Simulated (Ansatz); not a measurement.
Reaction (silylene loss): `CB([SiH3])[SiH3]` → `CB[SiH3]` + `[SiH2]`

Isolated molecules relaxed with PBE0-D4/def2-TZVP in Ansatz; ΔE leaves out vibrations. CCSD(T)/CBS is the MP2 limit (def2-TZVPP, def2-QZVPP) plus CCSD(T) − MP2 in def2-TZVPP, frozen cores. This one scheme is used for every species. Functionals use def2-TZVPP. B3LYP here is the variant with VWN-RPA as its local correlation; programs differ in this. HSE06 is defined as in plane-wave codes.

```json
{"level": "LDA (SPW92)", "ΔE (kcal/mol)": "63.1", "difference from CCSD(T)/CBS": "9.5"}
{"level": "PBE-D4", "ΔE (kcal/mol)": "57.0", "difference from CCSD(T)/CBS": "3.4"}
{"level": "revPBE-D4", "ΔE (kcal/mol)": "55.7", "difference from CCSD(T)/CBS": "2.1"}
{"level": "BLYP-D4", "ΔE (kcal/mol)": "51.1", "difference from CCSD(T)/CBS": "-2.5"}
{"level": "r2SCAN-D4", "ΔE (kcal/mol)": "59.2", "difference from CCSD(T)/CBS": "5.6"}
{"level": "B97M-V", "ΔE (kcal/mol)": "53.8", "difference from CCSD(T)/CBS": "0.2"}
{"level": "PBE0-D4", "ΔE (kcal/mol)": "57.9", "difference from CCSD(T)/CBS": "4.3"}
{"level": "B3LYP-D4", "ΔE (kcal/mol)": "52.8", "difference from CCSD(T)/CBS": "-0.8"}
{"level": "r2SCANh-D4", "ΔE (kcal/mol)": "59.2", "difference from CCSD(T)/CBS": "5.6"}
{"level": "r2SCAN0-D4", "ΔE (kcal/mol)": "59.1", "difference from CCSD(T)/CBS": "5.5"}
{"level": "HSE06-D4", "ΔE (kcal/mol)": "57.9", "difference from CCSD(T)/CBS": "4.3"}
{"level": "BHLYP-D4", "ΔE (kcal/mol)": "54.1", "difference from CCSD(T)/CBS": "0.5"}
{"level": "ωB97X-V", "ΔE (kcal/mol)": "55.9", "difference from CCSD(T)/CBS": "2.3"}
{"level": "ωB97M-V", "ΔE (kcal/mol)": "51.8", "difference from CCSD(T)/CBS": "-1.8"}
{"level": "B2PLYP", "ΔE (kcal/mol)": "51.6", "difference from CCSD(T)/CBS": "-2.0"}
{"level": "PBE-QIDH", "ΔE (kcal/mol)": "57.5", "difference from CCSD(T)/CBS": "3.9"}
{"level": "PBE", "ΔE (kcal/mol)": "54.7", "difference from CCSD(T)/CBS": "1.1"}
{"level": "revPBE", "ΔE (kcal/mol)": "50.9", "difference from CCSD(T)/CBS": "-2.7"}
{"level": "BLYP", "ΔE (kcal/mol)": "46.5", "difference from CCSD(T)/CBS": "-7.1"}
{"level": "r2SCAN", "ΔE (kcal/mol)": "58.6", "difference from CCSD(T)/CBS": "5.0"}
{"level": "PBE0", "ΔE (kcal/mol)": "55.9", "difference from CCSD(T)/CBS": "2.3"}
{"level": "B3LYP", "ΔE (kcal/mol)": "49.1", "difference from CCSD(T)/CBS": "-4.5"}
{"level": "r2SCAN0", "ΔE (kcal/mol)": "58.3", "difference from CCSD(T)/CBS": "4.7"}
{"level": "BHLYP", "ΔE (kcal/mol)": "50.8", "difference from CCSD(T)/CBS": "-2.8"}
{"level": "CAM-B3LYP", "ΔE (kcal/mol)": "51.6", "difference from CCSD(T)/CBS": "-2.0"}
{"level": "RPA@PBE/def2-TZVPP", "ΔE (kcal/mol)": "47.7", "difference from CCSD(T)/CBS": "-5.9"}
{"level": "HF/def2-SVP", "ΔE (kcal/mol)": "46.0", "difference from CCSD(T)/CBS": "-7.6"}
{"level": "MP2/def2-SVP", "ΔE (kcal/mol)": "54.6", "difference from CCSD(T)/CBS": "1.0"}
{"level": "CCSD/def2-SVP", "ΔE (kcal/mol)": "49.5", "difference from CCSD(T)/CBS": "-4.1"}
{"level": "CCSD(T)/def2-SVP", "ΔE (kcal/mol)": "50.7", "difference from CCSD(T)/CBS": "-2.9"}
{"level": "HF/def2-TZVPP", "ΔE (kcal/mol)": "46.1", "difference from CCSD(T)/CBS": "-7.5"}
{"level": "MP2/def2-TZVPP", "ΔE (kcal/mol)": "55.5", "difference from CCSD(T)/CBS": "1.9"}
{"level": "SCS-MP2/def2-TZVPP", "ΔE (kcal/mol)": "52.4", "difference from CCSD(T)/CBS": "-1.2"}
{"level": "CCSD(T)/def2-TZVPP", "ΔE (kcal/mol)": "52.0", "difference from CCSD(T)/CBS": "-1.6"}
{"level": "HF/def2-QZVPP", "ΔE (kcal/mol)": "46.2", "difference from CCSD(T)/CBS": "-7.4"}
{"level": "MP2/def2-QZVPP", "ΔE (kcal/mol)": "56.4", "difference from CCSD(T)/CBS": "2.8"}
{"level": "SCS-MP2/def2-QZVPP", "ΔE (kcal/mol)": "53.3", "difference from CCSD(T)/CBS": "-0.3"}
{"level": "HF/CBS(def2)", "ΔE (kcal/mol)": "46.2", "difference from CCSD(T)/CBS": "-7.4"}
{"level": "MP2/CBS(def2)", "ΔE (kcal/mol)": "57.1", "difference from CCSD(T)/CBS": "3.5"}
{"level": "CCSD/CBS(def2)", "ΔE (kcal/mol)": "52.1", "difference from CCSD(T)/CBS": "-1.5"}
{"level": "CCSD(T)/CBS", "ΔE (kcal/mol)": "53.6", "difference from CCSD(T)/CBS": "0"}
```

Task: What do rigid-rotor, harmonic-oscillator terms from PBE0-D4/def2-TZVP frequencies (298.15 K, 1 bar) make of the CCSD(T)/CBS value? (An estimate is asked.)

Result: Ansatz gave: ΔZPE = -3.0 kcal/mol, ΔH = +51.4 kcal/mol, ΔS = 145 J/(mol·K), ΔG = +41.0 kcal/mol. Modes under 50 cm⁻¹ make the entropy rough.

Largest T1 diagnostic among the species: 0.014.

Leaving LDA and LC-ωPBE aside and taking each functional with its dispersion term where it has one, the values spread over 8.1 kcal/mol, from BLYP-D4 to r2SCAN-D4. LDA lies +8.5 kcal/mol from PBE without D4. From BLYP to BHLYP (50 % exact exchange), in def2-TZVPP and without D4, ΔE moves by +4.2 kcal/mol. In def2-TZVPP, CCSD(T) changes the Hartree–Fock value by +5.9 kcal/mol (the triples alone add +1.5 kcal/mol) and MP2 by +9.4 kcal/mol.
